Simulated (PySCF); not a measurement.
Two-component Hartree-Fock for Os⁴⁶⁺ (osmium, charge +46)

Start: [Ar] 3d10 4s2. Calculated with PySCF 2.14 in an uncontracted even-tempered set (18 s from 2.7 bohr⁻², ratio 2.6; 15 p from 3.5 bohr⁻², ratio 2.6; 10 d from 3.5 bohr⁻², ratio 2.6; 6 f from 3.6 bohr⁻², ratio 2.8): generalised Hartree-Fock with the X2C-1e Hamiltonian and a Gaussian nucleus; spin-orbit coupling (SO) screened by Boettger's factors.

| spinor shell | electrons | ε, screened SO (eV) | weight of nominal j (screened SO) | rms radius, screened SO (bohr) |
| --- | --- | --- | --- | --- |
| 1s1/2 | 2 | -76625.7 | 1.000 | 0.0200 |
| 2s1/2 | 2 | -15400.7 | 1.000 | 0.0808 |
| 2p1/2 | 2 | -14829.7 | 1.000 | 0.0685 |
| 2p3/2 | 4 | -13286.7 | 1.000 | 0.0761 |
| 3s1/2 | 2 | -5312.7 | 1.000 | 0.203 |
| 3p1/2 | 2 | -5060.9 | 1.000 | 0.194 |
| 3p3/2 | 4 | -4704.3 | 1.000 | 0.208 |
| 3d3/2 | 4 | -4303.7 | 1.000 | 0.182 |
| 3d5/2 | 6 | -4226.4 | 1.000 | 0.186 |
| 4s1/2 | 2 | -2549.6 | 1.000 | 0.407 |

| quantity | screened SO |
| --- | --- |
| E (hartree) | -15787.49453 |
| M_J | 0 |
| ⟨J²⟩ | 0.000 |
| ⟨L²⟩ | 0.069 |
| ⟨S²⟩ | 0.069 |

Breit and QED terms are absent; they matter most for the inner s and p1/2 levels.

Densities and radii are taken from the X2C orbitals without a picture-change correction, which distorts them close to the nucleus.
